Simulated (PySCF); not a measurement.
# Electric field gradients and quadrupole coupling constants

Compound: CH7F3NPSi2.
Cartesian coordinates in Å at the PBE0-D3(BJ)/def2-SVP level; atoms count from 1:
```
atom  x, y, z in Å
F1    -2.7425    0.8776   -0.7671
C2    -1.5892    1.0470   -0.1028
F3    -1.7497    0.4995    1.1179
F4    -1.4282    2.3676    0.0807
Si5   -0.0744    0.2582   -1.0163
P6    -0.5015   -1.9264   -1.3758
N7     1.3436    0.4971   -0.0583
Si8    1.8226   -0.3614    1.3879
H9     0.0561    0.9864   -2.3096
H10   -1.1478   -2.0877   -0.1120
H11   -1.7206   -1.6012   -2.0495
H12    1.8713    1.3396   -0.2736
H13    1.5382    0.4063    2.6383
H14    1.0414   -1.6318    1.4084
H15    3.2853   -0.6606    1.3504
```

Field gradients from the PBE0/pcSseg-1 density (PySCF, non-relativistic), principal values in atomic units, ordered |Vxx| ≤ |Vyy| ≤ |Vzz|:

| atom | Vxx | Vyy | Vzz |
| --- | --- | --- | --- |
| N7 | 0.2584 | 0.5326 | -0.7911 |

Question: Find the asymmetry η = (Vxx − Vyy)/Vzz and the couplings χ = eQV/h (234.96 MHz × Q in barn × V in au), with Q(14N) = 0.02044 b.

Answer: 
```csv
atom,environment,nucleus,η,χzz (MHz),χxx (MHz),χyy (MHz)
N7,nitrogen bridging silicon atoms,14N,0.35,-3.799,1.241,2.558
```

The tensor is traceless: Vxx + Vyy + Vzz = 0.

Question: What is Vzz at N7 in SI units (1 au = 9.71736 × 10²¹ V/m²)?

Answer: -0.7911 au = -7.687 × 10²¹ V/m².

Question: What couplings would deuterons (Q(2H) = 0.00286 b) have in place of the hydrogens, at this geometry?

Answer: 
```csv
atom,bonded to,bond length (Å),Vzz (au),η,χzz (kHz)
H9,Si5,1.490,0.1394,0.02,94
H10,P6,1.429,0.1675,0.07,113
H11,P6,1.430,0.1666,0.07,112
H12,N7,1.017,0.4051,0.16,272
H13,Si8,1.495,0.1372,0.03,92
H14,Si8,1.492,0.1392,0.08,94
H15,Si8,1.493,0.1381,0.04,93
```

One conformer (not necessarily the lowest) at the PBE0-D3(BJ)/def2-SVP geometry, without solvent, vibrations or thermal averaging. With a basis this small, the couplings can be 20 % off.
